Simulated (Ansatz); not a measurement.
Ansatz (a first-principles code) input (CCSD(T)/STO-3G):

Ansatz 0.2 input:
```yaml
crystal:
  periodic: [false, false, false]
  atoms:
    - {symbol: Si, position_ang: [0.72530416, 0.08748289, -0.18759300]}
    - {symbol: Br, position_ang: [0.22405692, -0.50707698, 2.01421975]}
    - {symbol: Br, position_ang: [-0.34956603, -1.51940875, -1.38787423]}
    - {symbol: Br, position_ang: [-0.69777597, 1.92472580, -0.41587145]}
    - {symbol: N, position_ang: [2.26075422, 0.20598818, -0.65146319]}
    - {symbol: H, position_ang: [2.83544014, 0.89491984, -0.18004814]}
basis:
  gaussian:
    orbitals: STO-3G
total_charge: -1
magnetization: {spin_polarized: false}
correlation: {method: ccsd_t, electrons: outside_noble_gas}
```

Output:

```
Functional definition: HF
integrals: 0.04 GiB planned
715 factors; integrals over basis functions are off by at most 2.8e-5 eV
0.39 GiB of device memory are held for the factors and their scratch space
mean field: 0.60 GiB planned
mean field evaluation 1: about -216977.4952 eV, gradient 3.3e1 eV
mean field evaluation 2: about -216977.5431 eV, gradient 3.3e1 eV
mean field evaluation 4: about -216981.8939 eV, gradient 2.4e0 eV
mean field evaluation 8: about -216981.9141 eV, gradient 1.8e-2 eV
mean field evaluation 16: about -216981.8454 eV, gradient 4.1e-1 eV
mean field -216981.91410047 eV, -7973.9382675685 hartree, gradient 1.1e-6 eV, S^2 0.000000; 0 other end points of the search recorded, 0 dependent functions left out
48 core orbitals not correlated
reference -216981.91410047 eV, -7973.9382675685 hartree; 16, 16 occupied and 5, 5 virtual orbitals, 715 factors
second order -2.74566943 eV of doubles, -0.00000000 eV of singles
coupled cluster: 0.10 GiB planned
cycle   1  -2.90762729 eV  change   -1.6e-1 eV  update   1.1e-1
cycle   2  -3.13339500 eV  change   -2.3e-1 eV  update   3.5e-2
cycle   3  -3.20325551 eV  change   -7.0e-2 eV  update   2.1e-2
cycle   4  -3.20765946 eV  change   -4.4e-3 eV  update   4.5e-3
cycle   5  -3.20631425 eV  change    1.3e-3 eV  update   1.7e-3
cycle   6  -3.20609703 eV  change    2.2e-4 eV  update   4.7e-4
cycle   7  -3.20601730 eV  change    8.0e-5 eV  update   1.8e-4
cycle   8  -3.20603295 eV  change   -1.6e-5 eV  update   7.7e-5
cycle   9  -3.20606819 eV  change   -3.5e-5 eV  update   2.0e-5
perturbative correction -0.16471709 eV, -0.0060532413 hartree
Total energy: -216985.28488575 eV, -7974.0621416428 hartree
```

It need not be the lowest isomer of its formula. Whether it binds its extra electron was not tested at this geometry.
